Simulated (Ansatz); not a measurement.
Cost and result up the ladder for B₃F₂ (5 atoms). Total charge 0; doublet. Geometry: PBE-D4/def2-SVP.

```csv
atom,x (Å),y (Å),z (Å)
B1,-0.0017,0.0002,-0.0002
B2,-0.2349,-1.0596,1.0689
B3,0.2343,1.0599,-1.0687
F4,-0.4326,-1.9599,1.9764
F5,0.4349,1.9594,-1.9764
```

Ansatz on 4 threads of Arm Neoverse V1 on a shared host. Times are rough, and most runs start from the orbitals of an earlier one. ωB97M-V/def2-TZVP serves as the yardstick here, not as an exact answer. Differences are given only for rows in sets of like size (and for xTB, whose basis is part of the method), since another set adds its own error. Binding counts from free atoms at the same level (B doublet, F doublet; other spins of the atoms weren't run), without zero-point energy or a counterpoise term.

LC-ωPBE has ω = 0.4 bohr⁻¹. Correlated methods freeze 5 core orbitals. The structure comes from a short search, and lower isomers may exist.

Run but left out: HF/STO-3G, MP2/def2-TZVP (⟨S²⟩ 1.04 to 1.20, where a pure state has 0.75).

Correlated methods converge slowly with the basis.

| level | functions | wall time | binding energy per atom (eV) | difference from ωB97M-V/def2-TZVP (eV) | remarks |
| --- | --- | --- | --- | --- | --- |
| HF/6-31G | 45 | 1.5 s | 2.87 | – | spin-contaminated (⟨S²⟩ 0.97) |
| PBE-D4/def2-SVP | 70 | 2.5 s | 4.73 | – | – |
| PBE0-D4/def2-SVP | 70 | 3.1 s | 4.51 | – | – |
| HF/def2-TZVP | 155 | 4 s | 3.24 | -1.11 | spin-contaminated (⟨S²⟩ 1.04) |
| PBE-D4/def2-TZVP | 155 | 5.5 s | 4.61 | 0.27 | – |
| PBE0-D4/def2-TZVP | 155 | 7 s | 4.42 | 0.08 | – |
| LC-ωPBE/def2-TZVP | 155 | 7.5 s | 4.37 | 0.02 | – |
| r2SCAN0-D4/def2-TZVP | 155 | 12 s | 4.32 | -0.03 | – |
| r2SCANh-D4/def2-TZVP | 155 | 14 s | 4.42 | 0.07 | – |
| RPA@PBE/def2-TZVP | 155 | 14 s | 3.80 | -0.54 | – |
| r2SCAN-D4/def2-TZVPD | 191 | 18 s | 4.48 | 0.13 | – |
| ωB97M-V/def2-TZVP | 155 | 26 s | 4.35 | 0.00 | – |
| PBE-D4/def2-TZVPD | 191 | 29 s | 4.60 | 0.26 | – |
| r2SCAN-D4/def2-TZVP (with forces) | 155 | 40 s | 4.48 | 0.14 | – |
